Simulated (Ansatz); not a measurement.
A short molecular-dynamics run on FH₄SbSi, SMILES `[F][SbH][SiH3]`.

```yaml
crystal:
  periodic: [false, false, false]
  atoms:
    - {symbol: F, position_ang: [-0.574821, -2.152168, 1.092010]}
    - {symbol: Sb, position_ang: [-1.480974, -0.853296, -0.010709]}
    - {symbol: Si, position_ang: [0.472104, 0.847479, 0.081587]}
    - {symbol: H, position_ang: [-0.845469, -1.469847, -1.482269]}
    - {symbol: H, position_ang: [1.773877, 0.166131, -0.127461]}
    - {symbol: H, position_ang: [0.469611, 1.541551, 1.394994]}
    - {symbol: H, position_ang: [0.246973, 1.852353, -0.993852]}
basis:
  gaussian: {orbitals: def2-SVP}
magnetization: {spin_polarized: true, initial_magnetization: 0}
hamiltonian: {xc: {name: r2SCAN}}
md: {timestep: 1 fs, n_steps: 20, ensemble: nvt_nose_hoover, temperature: 1500, initial_velocities: maxwell_boltzmann, seed: 556}
```

```sh
$ ansatz run in.yaml --threads 4 --pin off --events-out ev --progress --plain --max-ram 10444MiB
```

```
step  time (fs)  potential energy (eV)  kinetic (eV)  T (K)  conserved (eV)
   0        0.0            -17193.1989        0.9695   1500     -17192.2294
   1        1.0            -17193.1216        0.8956   1386     -17192.2260
   2        2.0            -17192.9357        0.7185   1112     -17192.2172
   3        3.0            -17192.7693        0.5580    863     -17192.2114
   4        4.0            -17192.7065        0.4926    762     -17192.2140
   5        5.0            -17192.7146        0.4959    767     -17192.2190
   6        6.0            -17192.7196        0.4996    773     -17192.2205
   7        7.0            -17192.6917        0.4733    732     -17192.2191
   8        8.0            -17192.6444        0.4279    662     -17192.2175
   9        9.0            -17192.6002        0.3846    595     -17192.2167
  10       10.0            -17192.5713        0.3560    551     -17192.2168
  11       11.0            -17192.5602        0.3452    534     -17192.2168
  12       12.0            -17192.5711        0.3572    553     -17192.2160
  13       13.0            -17192.6200        0.4077    631     -17192.2149
  14       14.0            -17192.7239        0.5110    791     -17192.2161
  15       15.0            -17192.8632        0.6460   1000     -17192.2211
  16       16.0            -17192.9656        0.7450   1153     -17192.2257
  17       17.0            -17192.9703        0.7528   1165     -17192.2237
  18       18.0            -17192.9074        0.6977   1079     -17192.2169
  19       19.0            -17192.8684        0.6618   1024     -17192.2150
  20       20.0            -17192.8794        0.6692   1035     -17192.2196
```

Velocities are drawn at the set temperature; a run this short doesn't reach equilibrium.

Frames (Å, forces in eV/Å):

```xyz
7
time=0.0 fs
F    -0.575   -2.152    1.092    0.318   -0.426    0.417
Sb   -1.481   -0.853   -0.011   -0.458    0.383   -0.260
Si    0.472    0.847    0.082   -0.048   -0.055   -0.023
H    -0.845   -1.470   -1.482    0.053   -0.012   -0.146
H     1.774    0.166   -0.127    0.132   -0.056   -0.014
H     0.470    1.542    1.395    0.008    0.060    0.124
H     0.247    1.852   -0.994   -0.004    0.106   -0.098
7
time=1.0 fs
F    -0.574   -2.157    1.098    0.217   -0.264    0.303
Sb   -1.482   -0.853   -0.011   -0.097   -0.039   -0.755
Si    0.472    0.848    0.081    0.519   -1.081    0.263
H    -0.830   -1.504   -1.528   -0.210    0.271    0.461
H     1.801    0.185   -0.166   -0.209    0.065    0.102
H     0.471    1.557    1.355    0.033    0.162    0.712
H     0.271    1.867   -0.901   -0.254    0.886   -1.086
7
time=2.0 fs
F    -0.572   -2.161    1.104    0.121   -0.103    0.186
Sb   -1.482   -0.852   -0.012    0.182   -0.384   -1.078
Si    0.471    0.848    0.080    0.992   -2.016    0.466
H    -0.817   -1.535   -1.570   -0.394    0.482    0.895
H     1.826    0.205   -0.204   -0.503    0.156    0.214
H     0.472    1.573    1.322    0.062    0.228    1.219
H     0.293    1.890   -0.818   -0.460    1.637   -1.902
7
time=3.0 fs
F    -0.571   -2.166    1.110    0.029    0.051    0.070
Sb   -1.483   -0.852   -0.012    0.387   -0.652   -1.251
Si    0.471    0.847    0.079    1.274   -2.352    0.396
H    -0.808   -1.561   -1.604   -0.510    0.627    1.176
H     1.847    0.227   -0.240   -0.715    0.206    0.310
H     0.474    1.592    1.301    0.090    0.193    1.506
H     0.310    1.929   -0.753   -0.555    1.927   -2.207
7
time=4.0 fs
F    -0.569   -2.171    1.116   -0.056    0.194   -0.042
Sb   -1.484   -0.851   -0.013    0.532   -0.853   -1.309
Si    0.472    0.845    0.079    1.347   -1.801    0.073
H    -0.803   -1.582   -1.626   -0.572    0.716    1.338
H     1.860    0.250   -0.272   -0.830    0.214    0.379
H     0.477    1.613    1.294    0.114    0.019    1.493
H     0.322    1.986   -0.710   -0.535    1.511   -1.932
7
time=5.0 fs
F    -0.568   -2.175    1.122   -0.134    0.323   -0.150
Sb   -1.484   -0.851   -0.014    0.627   -0.998   -1.276
Si    0.473    0.843    0.078    1.263   -0.601   -0.261
H    -0.804   -1.595   -1.635   -0.591    0.758    1.405
H     1.866    0.276   -0.301   -0.842    0.181    0.416
H     0.481    1.634    1.301    0.130   -0.268    1.214
H     0.329    2.058   -0.685   -0.453    0.604   -1.348
7
time=6.0 fs
F    -0.566   -2.179    1.128   -0.204    0.437   -0.250
Sb   -1.485   -0.851   -0.015    0.681   -1.089   -1.165
Si    0.474    0.840    0.078    1.077    0.751   -0.409
H    -0.811   -1.602   -1.630   -0.574    0.759    1.389
H     1.863    0.303   -0.326   -0.750    0.111    0.416
H     0.486    1.652    1.320    0.137   -0.597    0.784
H     0.332    2.135   -0.672   -0.368   -0.372   -0.764
7
time=7.0 fs
F    -0.565   -2.184    1.134   -0.266    0.535   -0.342
Sb   -1.485   -0.851   -0.016    0.694   -1.123   -0.973
Si    0.476    0.838    0.077    0.811    1.909   -0.350
H    -0.823   -1.601   -1.613   -0.520    0.714    1.284
H     1.854    0.331   -0.348   -0.555    0.008    0.376
H     0.493    1.665    1.347    0.137   -0.893    0.327
H     0.331    2.209   -0.668   -0.301   -1.150   -0.323
7
time=8.0 fs
F    -0.564   -2.188    1.139   -0.319    0.619   -0.426
Sb   -1.486   -0.850   -0.017    0.659   -1.090   -0.682
Si    0.478    0.837    0.076    0.472    2.761   -0.159
H    -0.840   -1.593   -1.583   -0.421    0.614    1.073
H     1.839    0.359   -0.365   -0.269   -0.120    0.296
H     0.501    1.669    1.376    0.131   -1.113   -0.073
H     0.327    2.272   -0.666   -0.254   -1.671   -0.029
7
time=9.0 fs
F    -0.563   -2.191    1.145   -0.365    0.689   -0.501
Sb   -1.486   -0.850   -0.018    0.568   -0.974   -0.262
Si    0.480    0.836    0.075    0.083    3.320    0.080
H    -0.861   -1.579   -1.543   -0.267    0.443    0.725
H     1.821    0.386   -0.380    0.080   -0.262    0.184
H     0.510    1.662    1.405    0.122   -1.241   -0.378
H     0.321    2.319   -0.665   -0.221   -1.976    0.153
7
time=10.0 fs
F    -0.562   -2.194    1.150   -0.404    0.748   -0.570
Sb   -1.486   -0.850   -0.019    0.410   -0.759    0.319
Si    0.483    0.837    0.074   -0.307    3.623    0.302
H    -0.885   -1.562   -1.496   -0.045    0.185    0.207
H     1.805    0.411   -0.393    0.435   -0.398    0.057
H     0.520    1.644    1.431    0.111   -1.279   -0.575
H     0.313    2.347   -0.662   -0.199   -2.120    0.260
7
time=11.0 fs
F    -0.561   -2.197    1.155   -0.437    0.797   -0.631
Sb   -1.487   -0.851   -0.020    0.184   -0.445    1.065
Si    0.485    0.838    0.074   -0.620    3.686    0.454
H    -0.909   -1.542   -1.447    0.243   -0.163   -0.483
H     1.792    0.432   -0.405    0.714   -0.503   -0.054
H     0.532    1.613    1.451    0.102   -1.237   -0.663
H     0.303    2.355   -0.656   -0.186   -2.134    0.312
7
time=12.0 fs
F    -0.561   -2.200    1.160   -0.466    0.838   -0.684
Sb   -1.487   -0.851   -0.021   -0.076   -0.074    1.901
Si    0.487    0.842    0.073   -0.774    3.501    0.498
H    -0.931   -1.524   -1.402    0.565   -0.564   -1.272
H     1.786    0.448   -0.418    0.839   -0.558   -0.117
H     0.544    1.570    1.464    0.094   -1.121   -0.639
H     0.291    2.342   -0.648   -0.182   -2.023    0.314
7
time=13.0 fs
F    -0.561   -2.202    1.164   -0.493    0.876   -0.730
Sb   -1.487   -0.851   -0.022   -0.291    0.253    2.630
Si    0.488    0.846    0.073   -0.726    3.041    0.420
H    -0.947   -1.511   -1.370    0.841   -0.918   -1.962
H     1.789    0.459   -0.432    0.772   -0.552   -0.112
H     0.557    1.517    1.472    0.091   -0.940   -0.500
H     0.277    2.310   -0.636   -0.195   -1.760    0.254
7
time=14.0 fs
F    -0.561   -2.203    1.168   -0.516    0.909   -0.766
Sb   -1.487   -0.851   -0.023   -0.359    0.396    2.983
Si    0.490    0.851    0.072   -0.485    2.271    0.257
H    -0.956   -1.507   -1.356    0.965   -1.090   -2.286
H     1.798    0.464   -0.447    0.535   -0.491   -0.044
H     0.571    1.455    1.474    0.095   -0.709   -0.251
H     0.261    2.262   -0.623   -0.235   -1.287    0.107
7
time=15.0 fs
F    -0.561   -2.204    1.171   -0.538    0.940   -0.792
Sb   -1.488   -0.851   -0.023   -0.221    0.274    2.806
Si    0.491    0.857    0.072   -0.100    1.166    0.100
H    -0.955   -1.514   -1.364    0.877   -0.997   -2.088
H     1.813    0.465   -0.463    0.202   -0.392    0.061
H     0.586    1.385    1.474    0.105   -0.452    0.079
H     0.243    2.200   -0.608   -0.326   -0.538   -0.165
7
time=16.0 fs
F    -0.562   -2.205    1.174   -0.557    0.966   -0.810
Sb   -1.488   -0.851   -0.023    0.082   -0.067    2.195
Si    0.492    0.864    0.072    0.375   -0.236    0.071
H    -0.945   -1.530   -1.393    0.619   -0.687   -1.466
H     1.830    0.462   -0.478   -0.147   -0.275    0.170
H     0.602    1.312    1.475    0.118   -0.203    0.421
H     0.222    2.134   -0.595   -0.490    0.501   -0.582
7
time=17.0 fs
F    -0.563   -2.205    1.177   -0.573    0.987   -0.818
Sb   -1.489   -0.851   -0.023    0.443   -0.495    1.413
Si    0.493    0.870    0.072    0.878   -1.715    0.235
H    -0.930   -1.552   -1.435    0.295   -0.289   -0.679
H     1.845    0.456   -0.491   -0.449   -0.154    0.257
H     0.620    1.236    1.480    0.125    0.006    0.670
H     0.196    2.072   -0.587   -0.720    1.660   -1.077
7
time=18.0 fs
F    -0.564   -2.205    1.179   -0.585    1.000   -0.820
Sb   -1.489   -0.851   -0.023    0.773   -0.891    0.684
Si    0.495    0.876    0.072    1.297   -2.821    0.485
H    -0.912   -1.578   -1.484   -0.004    0.081    0.047
H     1.856    0.449   -0.502   -0.670   -0.041    0.306
H     0.638    1.161    1.492    0.112    0.163    0.727
H     0.164    2.026   -0.589   -0.924    2.510   -1.429
7
time=19.0 fs
F    -0.565   -2.204    1.181   -0.592    1.003   -0.816
Sb   -1.489   -0.852   -0.023    1.028   -1.194    0.115
Si    0.497    0.881    0.072    1.455   -3.119    0.588
H    -0.894   -1.603   -1.532   -0.235    0.367    0.608
H     1.861    0.442   -0.510   -0.792    0.055    0.312
H     0.658    1.086    1.510    0.071    0.284    0.560
H     0.122    2.005   -0.606   -0.935    2.603   -1.367
7
time=20.0 fs
F    -0.567   -2.202    1.183   -0.592    0.996   -0.806
Sb   -1.489   -0.852   -0.023    1.203   -1.393   -0.285
Si    0.500    0.885    0.072    1.251   -2.624    0.445
H    -0.878   -1.624   -1.575   -0.394    0.564    0.995
H     1.858    0.435   -0.515   -0.808    0.127    0.273
H     0.678    1.015    1.534    0.004    0.395    0.225
H     0.072    2.008   -0.635   -0.665    1.935   -0.846
```

It took 48 s on 4 threads of an Arm Neoverse V2 on a shared host, with 0.21 GiB of host memory at the peak.
